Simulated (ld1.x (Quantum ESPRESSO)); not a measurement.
# nitrogen (N): excitation energies, all-electron against ultrasoft

* Element: nitrogen (N)
* Generator: ld1.x (Quantum ESPRESSO) 7.5
* Type: ultrasoft
* Functional: LDA (PZ)
* Relativity: scalar-relativistic
* Frozen core: [He]
* Valence charge: 5
* Reference configuration: 2s2 2p1.5 (charge +1.5)
* Partial waves: 2s (bound): rcut 0.75, rcutus 0.80 bohr; 2s channel at -2.5 Ry: rcut 0.75, rcutus 0.80 bohr; 2p (bound): rcut 1.00, rcutus 1.20 bohr; 2p channel at -1.15 Ry: rcut 1.00, rcutus 1.20 bohr
* Local potential: all-electron potential smoothed inside 0.60 bohr (lloc = -1)
* Core correction: none
* Augmentation charge: built from norm-conserving waves at rcut, not smoothed further

Energies are relative to the spin-unpolarised reference configuration 2s2 2p1.5; without spin polarisation the order of configurations can differ from experiment. Spin-polarised rows fill each open shell by Hund’s rule, majority spin first. The frozen-core shift is the all-electron ΔE with the core orbitals held at their reference shape minus the fully relaxed ΔE.

Question: Give the all-electron excitation energy and the error of the potential for: 2s2 2p3; 2s2 2p2; 2s2 2p1; 2s2 2p0; 2s1 2p0; 2s2 2p3.3; 2s1 2p3; 2s2 2p1.5 (spin-polarised); 2s2 2p3 (spin-polarised).

Answer:

```tsv
valence configuration	charge	ΔE all-electron (eV)	error AE − PS (meV)	frozen-core shift (meV)
2s2 2p3	0	-26.116	+20	+0.7
2s2 2p2	+1	-12.384	+4.9	+0.2
2s2 2p1	+2	16.586	+8.7	+0.4
2s2 2p0	+3	63.751	+164	+7.4
2s1 2p0	+4	141.224	+507	+35
2s2 2p3.3	-0.3	-27.781	+23	+0.8
2s1 2p3	+1	-0.931	+30	+0.5
2s2 2p1.5 (spin-polarised)	+1.5	-1.087	+158	+1.7
2s2 2p3 (spin-polarised)	0	-29.008	+332	+3.9
```
